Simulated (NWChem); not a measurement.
A series in which one site is exchanged, each optimised at PBE0/def2-SVP with NWChem, gas phase unless a solvent is named. All stand in one matching conformer (torsions within 35°), which need not be the lowest. Pople sets run with spherical d functions. This build's default masses of Se (78.918 u) and Br (79.917 u) are each other's, which moves their modes by up to 0.6 %. Shieldings are non-relativistic GIAO values without spin-orbit effects.

A: N[SiH](N)Br (SiN₂H₅Br; site = Br)
B: N[SiH2]N (SiN$_{2}$H$_{6}$; site = H)
C: Cl[SiH](N)N (SiN2H5Cl; site = Cl)
D: N[SiH](N)F (SiN2H5F; site = F)

| quantity | A | B | C | D |
|---|---|---|---|---|
| dipole (D), PBE0/def2-SVP | 2.45 | 0.81 | (withheld) | 2.12 |
| SMD solvation free energy in water, PBE0/def2-SVP (kcal/mol) | -3.6 | -1.8 | (withheld) | -3.4 |
| SMD solvation free energy in n-hexane, PBE0/def2-SVP (kcal/mol) | -3.5 | -1.4 | (withheld) | -2.1 |
| 29Si shift against tetramethylsilane, B3LYP/6-31G* (ppm) | -4.7 | -26.8 | (withheld) | -25.5 |

Problem. What belongs in the gaps?

Solution. 
- dipole (D), PBE0/def2-SVP, C: 2.27
- SMD solvation free energy in water, PBE0/def2-SVP (kcal/mol), C: -3.3
- SMD solvation free energy in n-hexane, PBE0/def2-SVP (kcal/mol), C: -2.9
- 29Si shift against tetramethylsilane, B3LYP/6-31G* (ppm), C: -12.0
